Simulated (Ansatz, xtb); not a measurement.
BH9Si3: 3 structures ranked

3 gas-phase structures of BH9Si3, from a drawn sample of its isomers (lower ones may exist). Each was relaxed with GFN2-xTB; where two conformers were screened, the lower at r2SCAN-D4/def2-SVP is listed:

A. `B[SiH2][SiH2][SiH3]`, a singlet
B. `B[SiH]([SiH3])[SiH3]`, a singlet
C. `[SiH3]B[SiH2][SiH3]`, a singlet

Task: Make a reasoned guess at their ranking by r2SCAN-D4/def2-SVP single-point energy.

Result: Calculated order at r2SCAN-D4/def2-SVP: B (0.000), A (0.087), C (0.209) eV.

Energies above the lowest of each column, in eV; the last columns are at PBE0-D4/def2-SVP geometries:

| structure | GFN2-xTB | HF/STO-3G | r2SCAN-D4/def2-SVP | PBE0-D4/def2-SVP | CCSD(T)/def2-SVP + ΔMP2/def2-TZVPP |
| --- | --- | --- | --- | --- | --- |
| B | 0.007 | 0.000 | 0.000 | 0.000 | 0.000 |
| A | 0.000 | 0.066 | 0.087 | 0.072 | 0.065 |
| C | 0.028 | 0.386 | 0.209 | 0.222 | 0.213 |

Every level run on B puts it lowest or level with the lowest. Flexible structures stand in one conformer each, not always the lowest. C keeps a small imaginary mode. ΔMP2 is the change of the MP2 energy from the smaller to the larger basis.

Programs: Ansatz 0.2.0, xtb 6.7.1.
